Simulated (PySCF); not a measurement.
# Worked example: oscillator strength and radiative lifetime

C₅H₅F, SMILES C1C=CCC=1F.

The structure is a stationary point at B3LYP-D3(BJ)/def2-SVP. One conformer was computed; it need not be the lowest.

TDDFT-PBE0/def2-SVPD (PySCF) puts the first singlet state with f over 0.02 at 4.95 eV (vertical), with the transition dipole (0.222, -0.738, 0.000) in atomic units.

Question: Find the oscillator strength, the wavelength and the radiative lifetime that this transition would have in vacuum if emission retraced absorption.

Answer: 
|μ|² = 0.5939 au, so |μ| = 1.96 D. ΔE = 4.95/27.211 = 0.1819 hartree. f = (2/3) ΔE |μ|² = 0.072 (the program prints 0.072).
λ = 1239.84/4.95 = 250 nm; ν = 39924 cm⁻¹.
Einstein's coefficient A = 0.6670 ν² f s⁻¹ (ν in cm⁻¹) = 7.7e7 s⁻¹, so τ = 1/A = 13 ns. This state is S1. The figure is the radiative limit of this one transition; relaxation, internal conversion, crossing to triplets and a medium change what is measured.
